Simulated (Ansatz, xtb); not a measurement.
# CH5AlS2: which of two conformers lies lower

Structure X is `C[S][AlH][SH]`, a singlet and structure Y is `C[S][AlH][SH]`, a singlet. Both are isolated molecules in the gas phase, relaxed with BLYP-D3(BJ)/def2-SVP.

X (Å):

```yaml
atoms:
  - { symbol: C, position_ang: [0.0536, -0.0334, 3.8657] }
  - { symbol: Al, position_ang: [0.9309, 0.8343, 0.9543] }
  - { symbol: S, position_ang: [-0.7862, 0.4727, 2.2770] }
  - { symbol: S, position_ang: [0.5474, 1.4789, -1.1222] }
  - { symbol: H, position_ang: [1.1554, -0.0348, 3.7702] }
  - { symbol: H, position_ang: [-0.2897, -1.0493, 4.1341] }
  - { symbol: H, position_ang: [-0.2421, 0.6771, 4.6593] }
  - { symbol: H, position_ang: [2.4231, 0.6436, 1.4557] }
  - { symbol: H, position_ang: [-0.8102, 1.4689, -0.9789] }
```

Y (Å):

```xyz
9

C    -0.0824    0.4412    1.6539
Al   -2.4493    1.9582    0.2066
S    -0.8257    0.5029   -0.0569
S    -2.6785    2.8175    2.2343
H     0.7510   -0.2831    1.6070
H    -0.8231    0.0953    2.3980
H     0.3114    1.4299    1.9530
H    -3.3870    2.3491   -1.0083
H    -3.7421    3.5960    1.8799
```

Question: Estimate which is lower in electronic energy at CCSD(T)/def2-SVP + ΔMP2/def2-TZVPP, and by roughly how much.

Answer: Too close to call at this level: CCSD(T)/def2-SVP + ΔMP2/def2-TZVPP gives E(Y) − E(X) = −0.022 eV.

How the difference moves with the method:

```json
{"level": "BLYP-D3(BJ)/def2-SVP", "geometry": "BLYP-D3(BJ)/def2-SVP", "E(Y) − E(X) (eV)": "−0.023", "departure from the last row (eV)": "−0.001", "job, with rough time for the two": "optimisation, 2.9 min"}
{"level": "HF/def2-SVP", "geometry": "BLYP-D3(BJ)/def2-SVP", "E(Y) − E(X) (eV)": "−0.009", "departure from the last row (eV)": "+0.013", "job, with rough time for the two": "part of the CCSD(T) run"}
{"level": "MP2/def2-SVP", "geometry": "BLYP-D3(BJ)/def2-SVP", "E(Y) − E(X) (eV)": "−0.020", "departure from the last row (eV)": "+0.003", "job, with rough time for the two": "part of the CCSD(T) run"}
{"level": "CCSD(T)/def2-SVP", "geometry": "BLYP-D3(BJ)/def2-SVP", "E(Y) − E(X) (eV)": "−0.017", "departure from the last row (eV)": "+0.005", "job, with rough time for the two": "single point"}
{"level": "CCSD(T)/def2-SVP + ΔMP2/def2-TZVPP", "geometry": "BLYP-D3(BJ)/def2-SVP", "E(Y) − E(X) (eV)": "−0.022", "departure from the last row (eV)": "", "job, with rough time for the two": "single point, 38 s"}
```

The largest departure from CCSD(T)/def2-SVP + ΔMP2/def2-TZVPP is that of HF/def2-SVP, 0.013 eV. Levels run at GFN2-xTB geometries aren't shown. The last row adds to CCSD(T) the change of the MP2 difference between the two basis sets, here −0.005 eV.

With harmonic frequencies from BLYP-D3(BJ)/def2-SVP (ideal gas, rigid rotor, one conformer each, 298.15 K, 1 atm): on the last row, ΔE + ΔZPE = −0.020 eV. A mode under 50 cm⁻¹ makes harmonic enthalpies and free energies unreliable, so none is given.

The correlated steps freeze 16 core orbitals. Run with Ansatz 0.2.0; the last row on 2 threads of Intel(R) Xeon(R) Processor @ 2.50GHz (Skylake/Cascade Lake) on a shared host.
